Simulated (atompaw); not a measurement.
**Scattering properties, PAW (atompaw) potential for copper (Cu)**

| Item | Value |
| --- | --- |
| Element | Cu |
| Generator | atompaw 4.2.0.5 |
| Type | PAW |
| Functional | PBE |
| Relativity | scalar-relativistic |
| Frozen core | [Ne] |
| Valence charge | 19 |
| Reference configuration | 3s2 3p6 3d9 4s0 4p0 (charge +2) |
| Partial waves | 3s (bound): rc 0.90 bohr; 4s (bound, empty): rc 1.65 bohr; 3p (bound): rc 0.85 bohr; 4p (bound, empty): rc 1.65 bohr; 3d (bound): rc 1.65 bohr; 3d channel at -1.05 Ry: rc 1.65 bohr |
| Local potential | ultrasoft scheme with l = 3 at -0.5 Ry, radius 1.50 bohr |
| Core correction | smooth core density matched at 1.30 bohr |
| Augmentation charge | sinc compensation charge, radius 1.60 bohr; PAW radius 1.65 bohr; waves and projectors: custom rrkj gramschmidtortho |

The phase is arctan(r·u′/u) with u = r·R(r), unwrapped; energies in Ry, scanned from -12 to 5 Ry. A pole is an energy at which the radial function vanishes at the test radius. The pseudo phase is shifted by a multiple of π to meet the all-electron one at the reference energy, and phase errors are pseudo minus all-electron; the curves can meet again beyond the range given. Levels narrower than the energy grid can be missing from the lists of poles.

Q: For each channel, where are the poles, and over which energies does the pseudopotential scatter like the atom?

A:

```json
{"channel": "s", "radius (bohr)": "1.65", "reference energy (Ry)": "-1.64", "poles, all-electron": "-10.17", "poles, pseudo": "-10.17, 4.62", "unbroken range about the reference energy with phases within 0.05 rad": "below 3.3", "phase error 1 Ry above the reference energy (rad)": "-0.011"}
{"channel": "p", "radius (bohr)": "1.65", "reference energy (Ry)": "-1.13", "poles, all-electron": "-6.94", "poles, pseudo": "-6.94", "unbroken range about the reference energy with phases within 0.05 rad": "below 1.0", "phase error 1 Ry above the reference energy (rad)": "-0.005"}
{"channel": "d", "radius (bohr)": "1.65", "reference energy (Ry)": "-2.18", "poles, all-electron": "-1.58", "poles, pseudo": "-1.58", "unbroken range about the reference energy with phases within 0.05 rad": "the whole range", "phase error 1 Ry above the reference energy (rad)": "-0.000"}
```

Phases in the s channel:

```json
{"E (Ry)": "-12.00", "all-electron": "1.337", "pseudo": "1.334"}
{"E (Ry)": "-11.76", "all-electron": "1.328", "pseudo": "1.325"}
{"E (Ry)": "-11.52", "all-electron": "1.316", "pseudo": "1.312"}
{"E (Ry)": "-11.28", "all-electron": "1.298", "pseudo": "1.294"}
{"E (Ry)": "-11.04", "all-electron": "1.268", "pseudo": "1.264"}
{"E (Ry)": "-10.80", "all-electron": "1.202", "pseudo": "1.197"}
{"E (Ry)": "-10.56", "all-electron": "0.921", "pseudo": "0.912"}
{"E (Ry)": "-10.32", "all-electron": "-1.320", "pseudo": "-1.320"}
{"E (Ry)": "-10.08", "all-electron": "-1.628", "pseudo": "-1.630"}
{"E (Ry)": "-9.84", "all-electron": "-1.697", "pseudo": "-1.699"}
{"E (Ry)": "-9.60", "all-electron": "-1.728", "pseudo": "-1.731"}
{"E (Ry)": "-9.36", "all-electron": "-1.748", "pseudo": "-1.750"}
{"E (Ry)": "-9.12", "all-electron": "-1.762", "pseudo": "-1.764"}
{"E (Ry)": "-8.88", "all-electron": "-1.773", "pseudo": "-1.776"}
{"E (Ry)": "-8.64", "all-electron": "-1.782", "pseudo": "-1.785"}
{"E (Ry)": "-8.40", "all-electron": "-1.791", "pseudo": "-1.794"}
{"E (Ry)": "-8.16", "all-electron": "-1.799", "pseudo": "-1.802"}
{"E (Ry)": "-7.92", "all-electron": "-1.807", "pseudo": "-1.810"}
{"E (Ry)": "-7.68", "all-electron": "-1.815", "pseudo": "-1.818"}
{"E (Ry)": "-7.44", "all-electron": "-1.822", "pseudo": "-1.826"}
{"E (Ry)": "-7.20", "all-electron": "-1.830", "pseudo": "-1.834"}
{"E (Ry)": "-6.96", "all-electron": "-1.838", "pseudo": "-1.842"}
{"E (Ry)": "-6.72", "all-electron": "-1.847", "pseudo": "-1.850"}
{"E (Ry)": "-6.48", "all-electron": "-1.855", "pseudo": "-1.859"}
{"E (Ry)": "-6.24", "all-electron": "-1.865", "pseudo": "-1.869"}
{"E (Ry)": "-6.00", "all-electron": "-1.875", "pseudo": "-1.879"}
{"E (Ry)": "-5.76", "all-electron": "-1.885", "pseudo": "-1.889"}
{"E (Ry)": "-5.52", "all-electron": "-1.897", "pseudo": "-1.901"}
{"E (Ry)": "-5.28", "all-electron": "-1.909", "pseudo": "-1.913"}
{"E (Ry)": "-5.04", "all-electron": "-1.923", "pseudo": "-1.926"}
{"E (Ry)": "-4.80", "all-electron": "-1.937", "pseudo": "-1.941"}
{"E (Ry)": "-4.56", "all-electron": "-1.954", "pseudo": "-1.957"}
{"E (Ry)": "-4.32", "all-electron": "-1.972", "pseudo": "-1.975"}
{"E (Ry)": "-4.08", "all-electron": "-1.992", "pseudo": "-1.995"}
{"E (Ry)": "-3.84", "all-electron": "-2.014", "pseudo": "-2.018"}
{"E (Ry)": "-3.60", "all-electron": "-2.040", "pseudo": "-2.043"}
{"E (Ry)": "-3.36", "all-electron": "-2.069", "pseudo": "-2.072"}
{"E (Ry)": "-3.12", "all-electron": "-2.103", "pseudo": "-2.105"}
{"E (Ry)": "-2.88", "all-electron": "-2.142", "pseudo": "-2.144"}
{"E (Ry)": "-2.64", "all-electron": "-2.188", "pseudo": "-2.190"}
{"E (Ry)": "-2.40", "all-electron": "-2.243", "pseudo": "-2.244"}
{"E (Ry)": "-2.16", "all-electron": "-2.309", "pseudo": "-2.310"}
{"E (Ry)": "-1.92", "all-electron": "-2.389", "pseudo": "-2.390"}
{"E (Ry)": "-1.68", "all-electron": "-2.488", "pseudo": "-2.488"}
{"E (Ry)": "-1.44", "all-electron": "-2.609", "pseudo": "-2.609"}
{"E (Ry)": "-1.20", "all-electron": "-2.757", "pseudo": "-2.758"}
{"E (Ry)": "-0.96", "all-electron": "-2.932", "pseudo": "-2.936"}
{"E (Ry)": "-0.72", "all-electron": "-3.131", "pseudo": "-3.139"}
{"E (Ry)": "-0.48", "all-electron": "-3.340", "pseudo": "-3.355"}
{"E (Ry)": "-0.24", "all-electron": "-3.542", "pseudo": "-3.564"}
{"E (Ry)": "0.00", "all-electron": "-3.724", "pseudo": "-3.751"}
{"E (Ry)": "0.24", "all-electron": "-3.879", "pseudo": "-3.910"}
{"E (Ry)": "0.48", "all-electron": "-4.007", "pseudo": "-4.040"}
{"E (Ry)": "0.72", "all-electron": "-4.111", "pseudo": "-4.146"}
{"E (Ry)": "0.96", "all-electron": "-4.196", "pseudo": "-4.232"}
{"E (Ry)": "1.20", "all-electron": "-4.265", "pseudo": "-4.303"}
{"E (Ry)": "1.44", "all-electron": "-4.323", "pseudo": "-4.361"}
{"E (Ry)": "1.68", "all-electron": "-4.372", "pseudo": "-4.411"}
{"E (Ry)": "1.92", "all-electron": "-4.413", "pseudo": "-4.453"}
{"E (Ry)": "2.16", "all-electron": "-4.448", "pseudo": "-4.490"}
{"E (Ry)": "2.40", "all-electron": "-4.479", "pseudo": "-4.522"}
{"E (Ry)": "2.64", "all-electron": "-4.506", "pseudo": "-4.550"}
{"E (Ry)": "2.88", "all-electron": "-4.529", "pseudo": "-4.576"}
{"E (Ry)": "3.12", "all-electron": "-4.551", "pseudo": "-4.599"}
{"E (Ry)": "3.36", "all-electron": "-4.569", "pseudo": "-4.620"}
{"E (Ry)": "3.60", "all-electron": "-4.587", "pseudo": "-4.640"}
{"E (Ry)": "3.84", "all-electron": "-4.602", "pseudo": "-4.658"}
{"E (Ry)": "4.08", "all-electron": "-4.617", "pseudo": "-4.676"}
{"E (Ry)": "4.32", "all-electron": "-4.630", "pseudo": "-4.692"}
{"E (Ry)": "4.56", "all-electron": "-4.642", "pseudo": "-4.709"}
{"E (Ry)": "4.80", "all-electron": "-4.654", "pseudo": "-4.724"}
```
